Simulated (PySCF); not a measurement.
# Spinor energies of In⁻ (indium, charge -1)

Start: [Kr] 4d10 5s2 5p2; 5p1/2 filled at m_j = -1/2, +1/2. Calculated with PySCF 2.14 in x2c-TZVPall-2c with one added diffuse shell each of s, p, d, f type (9s10p6d3f, 90 functions): generalised Hartree-Fock with the X2C-1e Hamiltonian and a Gaussian nucleus; one run each with spin-orbit coupling (SO) switched off, then screened by Boettger's factors.

```json
{"spinor shell": "1s1/2", "electrons": "2", "ε, spin-free (eV)": "-28076.6", "ε, screened SO (eV)": "-28074.0", "weight of nominal j (screened SO)": "1.000", "rms radius, screened SO (bohr)": "0.0340"}
{"spinor shell": "2s1/2", "electrons": "2", "ε, spin-free (eV)": "-4290.5", "ε, screened SO (eV)": "-4289.7", "weight of nominal j (screened SO)": "1.000", "rms radius, screened SO (bohr)": "0.139"}
{"spinor shell": "2p1/2", "electrons": "2", "ε, spin-free (eV)": "-3843.4", "ε, screened SO (eV)": "-3989.4", "weight of nominal j (screened SO)": "1.000", "rms radius, screened SO (bohr)": "0.120"}
{"spinor shell": "2p3/2", "electrons": "4", "ε, spin-free (eV)": "-3843.4", "ε, screened SO (eV)": "-3776.3", "weight of nominal j (screened SO)": "1.000", "rms radius, screened SO (bohr)": "0.125"}
{"spinor shell": "3s1/2", "electrons": "2", "ε, spin-free (eV)": "-849.13", "ε, screened SO (eV)": "-848.84", "weight of nominal j (screened SO)": "1.000", "rms radius, screened SO (bohr)": "0.371"}
{"spinor shell": "3p1/2", "electrons": "2", "ε, spin-free (eV)": "-699.07", "ε, screened SO (eV)": "-726.25", "weight of nominal j (screened SO)": "1.000", "rms radius, screened SO (bohr)": "0.365"}
{"spinor shell": "3p3/2", "electrons": "4", "ε, spin-free (eV)": "-699.07", "ε, screened SO (eV)": "-686.41", "weight of nominal j (screened SO)": "1.000", "rms radius, screened SO (bohr)": "0.376"}
{"spinor shell": "3d3/2", "electrons": "4", "ε, spin-free (eV)": "-466.75", "ε, screened SO (eV)": "-471.33", "weight of nominal j (screened SO)": "1.000", "rms radius, screened SO (bohr)": "0.350"}
{"spinor shell": "3d5/2", "electrons": "6", "ε, spin-free (eV)": "-466.75", "ε, screened SO (eV)": "-463.35", "weight of nominal j (screened SO)": "1.000", "rms radius, screened SO (bohr)": "0.353"}
{"spinor shell": "4s1/2", "electrons": "2", "ε, spin-free (eV)": "-139.31", "ε, screened SO (eV)": "-139.16", "weight of nominal j (screened SO)": "1.000", "rms radius, screened SO (bohr)": "0.907"}
{"spinor shell": "4p1/2", "electrons": "2", "ε, spin-free (eV)": "-92.285", "ε, screened SO (eV)": "-97.005", "weight of nominal j (screened SO)": "1.000", "rms radius, screened SO (bohr)": "0.971"}
{"spinor shell": "4p3/2", "electrons": "4", "ε, spin-free (eV)": "-92.285", "ε, screened SO (eV)": "-89.945", "weight of nominal j (screened SO)": "1.000", "rms radius, screened SO (bohr)": "1.00"}
{"spinor shell": "4d3/2", "electrons": "4", "ε, spin-free (eV)": "-22.472", "ε, screened SO (eV)": "-22.934", "weight of nominal j (screened SO)": "0.999", "rms radius, screened SO (bohr)": "1.27"}
{"spinor shell": "5s1/2", "electrons": "2", "ε, spin-free (eV)": "-5.996", "ε, screened SO (eV)": "-5.919", "weight of nominal j (screened SO)": "0.999", "rms radius, screened SO (bohr)": "3.08"}
{"spinor shell": "5p1/2", "electrons": "2", "ε, spin-free (eV)": "-0.525", "ε, screened SO (eV)": "-0.537", "weight of nominal j (screened SO)": "0.579", "rms radius, screened SO (bohr)": "5.33"}
```

Task: Where does 4d5/2 lie, and what is the 4d spin-orbit splitting (screened SO)?

Result: At -21.954 eV, 0.980 eV above 4d3/2.

```tsv
quantity	spin-free	screened SO
E (hartree)	-5877.62419	-5878.90984
M_J	0	0
⟨J²⟩	2.019	1.581
⟨L²⟩	2.011	2.030
⟨S²⟩	2.008	1.997
```

The determinant has a definite M_J but mixes levels of different J.

Each row is a mean over spinors that exchange with the open shell spreads, by up to 2.069 eV (5s1/2).

Rows whose weight is well below 1 are mixtures of j = l ± 1/2: exchange outweighs spin-orbit coupling there, and the label is only the starting occupation.

Breit and QED terms are absent; they matter most for the inner s and p1/2 levels.

Densities and radii are taken from the X2C orbitals without a picture-change correction, which distorts them close to the nucleus.

Without spin-orbit coupling the j labels of p, d and f shells carry no meaning; the spin-free column gives the mean over the occupied spinors of each nl shell.
